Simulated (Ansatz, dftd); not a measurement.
Species: CH₄ClSi, charge 0, doublet. CH4ClSi (SMILES [SiH](C)Cl, doublet).
B3LYP-D3(BJ)/def2-TZVP minimum from Ansatz (a program for electronic structure):
```
C
H 1 1.0901
H 1 1.0919 2 108.64
H 1 1.0932 2 108.51 3 -117.92
Si 1 1.8743 2 111.10 4 -120.97
H 5 1.4883 1 111.44 2 179.44
Cl 5 2.0791 6 106.91 1 119.35
```
Charge 0, spin multiplicity 2.

Wanted: atomisation energy (electronic, to ground-state atoms), in kJ/mol. UHF or UKS for unpaired electrons; spin-orbit terms are left out. Cores are frozen in correlated methods. Rows without X2C or -DK are non-relativistic. CBS(X,Y): correlation extrapolated as X^-3, Hartree-Fock from the larger set. A bracket is a step between two methods taken in the basis named. Functionals run without relativity, which enters their misses. Double hybrids freeze cores in their MP2 part. '+ core + X2C': CCSD(T) terms for core correlation (cc-pwCVTZ, 1s frozen past Ne) and scalar relativity (cc-pVTZ-DK). For partners of very few electrons the exact lower level stands in for a higher one.

| level | program | atomisation energy (kJ/mol) | difference against the last row |
|---|---|---|---|
| HF/cc-pV(D+d)Z | Ansatz | 1723.2 | -577.5 |
| HF/cc-pV(Q+d)Z | Ansatz | 1767.1 | -533.6 |
| r2SCAN-D3(BJ)/def2-TZVPD | Ansatz + dftd3 | 2317.6 | 16.9 |
| r2SCAN-D4/def2-TZVPD | Ansatz + dftd4 | 2316.9 | 16.2 |
| PBE0-D3(BJ)/def2-TZVPD | Ansatz + dftd3 | 2304.0 | 3.3 |
| CAM-B3LYP-D4/def2-TZVPD | Ansatz + dftd4 | 2296.6 | -4.1 |
| B2PLYP/def2-TZVPD | Ansatz | 2258.9 | -41.8 |
| MP2/cc-pV(D+d)Z | Ansatz | 2128.4 | -172.3 |
| CCSD/cc-pV(D+d)Z | Ansatz | 2088.3 | -212.4 |
| CCSD/CBS(cc-pV(T+d)Z,cc-pV(Q+d)Z) | Ansatz | 2268.1 | -32.6 |
| CCSD(T)/CBS(cc-pV(T+d)Z,cc-pV(Q+d)Z) | Ansatz | 2298.7 | -2.0 |
| CCSDT(Q)/cc-pV(D+d)Z | Ansatz | 2108.2 | -192.5 |
| CCSD(T)/CBS(cc-pV(T+d)Z,cc-pV(Q+d)Z) + [CCSDT(Q) - CCSD(T)]/cc-pV(D+d)Z + core + X2C | Ansatz | 2300.7 | 0.0 |
